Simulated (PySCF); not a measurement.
Working out the ionisation energy of Mo

Mo [Kr] 4d5 5s1 (7S) → Mo⁺ [Kr] 4d5 (6S). Calculation: PySCF 2.14, in aug-cc-pVTZ-PP with ECP28MDF; a scalar-relativistic core potential. Frozen: 4s2 4p6. Energies in hartree (1 hartree = 27.21139 eV):

```json
{"part": "UHF", "Mo (lower)": "-67.345050", "Mo⁺ (upper)": "-67.115610"}
{"part": "CCSD correlation", "Mo (lower)": "-0.088463", "Mo⁺ (upper)": "-0.066215"}
{"part": "(T)", "Mo (lower)": "-0.002663", "Mo⁺ (upper)": "-0.001209"}
```

Q: What does Hartree-Fock give?

A: (-67.115610) − (-67.345050) = 0.229440 hartree = 6.243 eV.

Q: What do CCSD and CCSD(T) give?

A: The CCSD correlation energies differ by 0.022248 hartree = 0.605 eV and the triples by 0.001454 hartree = 0.040 eV, so CCSD gives 6.848 eV and CCSD(T) 6.888 eV.

Measured between the centres of the two terms (NIST): 7.092 eV, so CCSD(T) (valence) is off by -0.204 eV.

What remains against the reference includes basis incompleteness, the frozen core and higher excitations.
